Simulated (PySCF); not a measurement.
FH₆NOSi₂, SMILES O[Si@@H](N[SiH3])F. Geometry optimised at PBE0-D3(BJ)/def2-SVP. The structure was generated by enumeration; whether it is a known compound was not checked. Other conformers were not sampled.

Computed equilibrium geometry at PBE0-D3(BJ)/def2-SVP (PySCF confirms it by a frequency run) as Cartesian coordinates in Å (one conformer of several):
```xyz
11

O     -1.8541    -0.7004     1.1381
Si    -0.4076     0.0279     0.8229
F     -0.6747     1.5653     1.2469
N      0.0143    -0.1199    -0.8362
Si     1.5935    -0.3428    -1.5499
H     -1.9682    -1.5938     0.8037
H      0.7265    -0.4683     1.6337
H     -0.7394     0.0842    -1.4906
H      1.5673    -1.4558    -2.5480
H      2.0845     0.8833    -2.2509
H      2.5319    -0.6864    -0.4434
```
Charge 0, spin multiplicity 1.
